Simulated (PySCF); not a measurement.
# What a mistake does to a calculation on BGeH7NSi

Calculated results; nothing here was measured. They come from PySCF 2.14.0, an open-source quantum chemistry program, on an isolated molecule that a program drew, which may never have been made. The molecule is BGeH7NSi (charge 0, doublet), drawn as the SMILES string `[NH2][GeH2][BH][SiH2]`.

Each row is a Hartree-Fock (HF) and frozen-core CCSD(T) single point in the cc-pV(D+d)Z basis, meant for a local HF minimum. Run 1 is clean. Each other run has one planted mistake out of seven kinds, and not every kind appears here: one electron removed, one electron added, multiplicity raised by two, geometry at a saddle point, minimal basis STO-3G, one bond length entered in bohr, all coordinates scaled. The reference is restricted for singlets and unrestricted otherwise, and also for a bond in bohr. Adding or removing an electron swaps singlet and doublet. Electrons count all cores. HOMO and LUMO are orbital energies over both spins, the gradient is its largest component, and the lowest frequency (negative if imaginary) is given only where the gradient is small. Bond lengths are over the 10 bonds as drawn. T1 is the CCSD diagnostic: over 0.02 (restricted) or 0.045 (unrestricted) a single reference is doubtful. Germanium has the cc-pVDZ-PP basis, with a core potential (ECP10MDF) in place of its 10 inner electrons, and its 3s, 3p and 3d shells are frozen in CCSD(T).

Geometry of the clean run:
```xyz
11
BGeH7NSi, angstrom
N     0.6899    1.0874    2.1637
Ge    1.1701    0.6359    0.4280
B    -0.3076   -0.5336   -0.4488
Si   -1.8815   -1.1413    0.5083
H     1.4362    1.5140    2.6871
H    -0.0988    1.7108    2.2152
H     2.4848   -0.1494    0.5603
H     1.4694    1.8825   -0.4355
H    -0.1814   -0.8731   -1.5924
H    -2.9477   -1.9653   -0.0970
H    -2.1986   -0.7977    1.9062
```

```
run,electrons,basis functions,<S^2>,HOMO (eV),LUMO (eV),gradient (hartree/bohr),lowest frequency (cm^-1),mean bond (Å),longest bond (Å),T1,HF (hartree),CCSD(T) (hartree),mistake
1,65,109,0.761,-8.39,0.31,4.4e-05,68,1.5122,2.079,0.0144,-665.46794,-665.98538,no fault
2,66,109,0.000,-1.31,7.46,3.4e-02,-,1.5122,2.079,0.0155,-665.48469,-666.04526,one electron added
3,65,109,0.762,-8.37,0.31,7.5e-03,-,1.5273,2.099,0.0148,-665.46699,-665.98590,?
4,65,109,3.783,-5.58,-1.86,4.8e-02,-,1.5122,2.079,0.0261,-665.32086,-665.83077,?
```

**Which mistake was planted in run 3, and what did it cost?**

The mean and the longest bond both change by the same factor, 1.010, and the gradient is no longer small. So the mistake is: all coordinates scaled. Subtracting run 1 and multiplying by 627.51 kcal/mol a hartree, the energy moved by 0.6 kcal/mol in HF and -0.3 kcal/mol in CCSD(T).

**Which mistake was planted in run 4, and what did it cost?**

Electrons, basis and geometry are unchanged, and <S^2> is 3.783, beside S(S+1) = 3.75 for a multiplicity of 4. So the mistake is: multiplicity raised by two. Subtracting run 1 and multiplying by 627.51 kcal/mol a hartree, the energy moved by 92.3 kcal/mol in HF and 97.0 kcal/mol in CCSD(T).

